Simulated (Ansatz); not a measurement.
Gas-phase reaction R1 → 2 P1, each structure at its B3LYP-D3(BJ)/def2-TZVP stationary point, reached from a drawn start (curvature not checked).
R1, N2 (SMILES N#N) (charge 0, multiplicity 1):
```xyz
2

N      0.00000     0.00000    -0.54545
N      0.00000     0.00000     0.54545
```
P1: N atom, charge 0, multiplicity 4.

P less R. No zero-point or thermal terms; singlets are restricted closed shells; open shells are unrestricted.

Frozen-core correlation throughout.

Run with Ansatz (a quantum-chemistry and plane-wave program) with Gaussian orbitals. Each number belongs to the level named beside it.

```json
[
 {"level": "HF/cc-pVDZ", "reaction energy (eV)": "4.699"},
 {"level": "BLYP/def2-TZVPP", "reaction energy (eV)": "10.395"},
 {"level": "B97M-V/def2-TZVPP", "reaction energy (eV)": "9.729"},
 {"level": "B3LYP/def2-TZVPP", "reaction energy (eV)": "9.941"},
 {"level": "MP2/cc-pVTZ", "reaction energy (eV)": "9.885"},
 {"level": "SCS-MP2/cc-pVDZ", "reaction energy (eV)": "9.110"},
 {"level": "SCS-MP2/cc-pVQZ", "reaction energy (eV)": "?"},
 {"level": "CCSD/cc-pVQZ", "reaction energy (eV)": "?"},
 {"level": "CCSD(T)/cc-pVTZ", "reaction energy (eV)": "?"}
]
```

Q: Fill in the missing entries.

A: 
- SCS-MP2/cc-pVQZ, reaction energy (eV): 10.354
- CCSD/cc-pVQZ, reaction energy (eV): 9.258
- CCSD(T)/cc-pVTZ, reaction energy (eV): 9.363
